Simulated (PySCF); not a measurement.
Computed properties of H₄O₄Sn, SMILES [OH][Sn]([OH])([OH])[OH]

Sn(OH)4 (H₄O₄Sn), SMILES [OH][Sn]([OH])([OH])[OH]. Geometry: PBE0-D3(BJ)/def2-SVP. The structure was generated by enumeration; whether it is a known compound was not checked. The def2 effective core potentials stand for the cores of Sn; spin–orbit coupling is left out. One conformer was computed; it need not be the lowest. All values are computed for the isolated molecule unless a solvent is named; none is compared with measurement here.

**Structure.** The optimised structure has S4 symmetry. All 21 harmonic modes at PBE0-D3(BJ)/def2-SVP (PySCF) are real, so it is a minimum. With heavy atoms numbered as in [OH:1][Sn:2]([OH:3])([OH:4])[OH:5], the shortest bond between them is Sn2–O4 at 1.966 Å and the longest Sn2–O5 at 1.966 Å.

**Vibrations.** The strongest infrared lines (harmonic, unscaled, degenerate partners summed) lie at 3882 cm⁻¹ (344 km/mol, H 94 %), 875 cm⁻¹ (249 km/mol, H 91 %), 268 cm⁻¹ (232 km/mol, H 69 %, O 30 %). The softest mode is at 105 cm⁻¹ and the zero-point energy is 33.1 kcal/mol.

**Electronic structure.** M06-2X/def2-TZVP (PySCF) places the frontier levels at -10.93 and -0.89 eV, a gap of 10.04 eV, and gives a dipole moment of 0.00 D and a mean polarisability of 47.2 bohr³. PBE/def2-TZVP (PySCF) at the same geometry gives -7.37 and -2.81 eV, so its gap is 5.48 eV narrower. An orbital gap is neither the optical nor the fundamental gap.

**Excitations.** TDDFT-CAM-B3LYP/def2-SVPD (PySCF) has S1 at 6.00 eV (207 nm, f = 0.051, bright); the most intense of the 10 singlets computed lies at 7.32 eV (f = 0.32). Strengths of degenerate partners are summed. T1 (TDA) is at 5.46 eV. TDDFT-PBE/def2-SVPD (PySCF) puts S1 at 4.71 eV. No vertical singlet excitation falls in the visible range (under 3.1 eV).
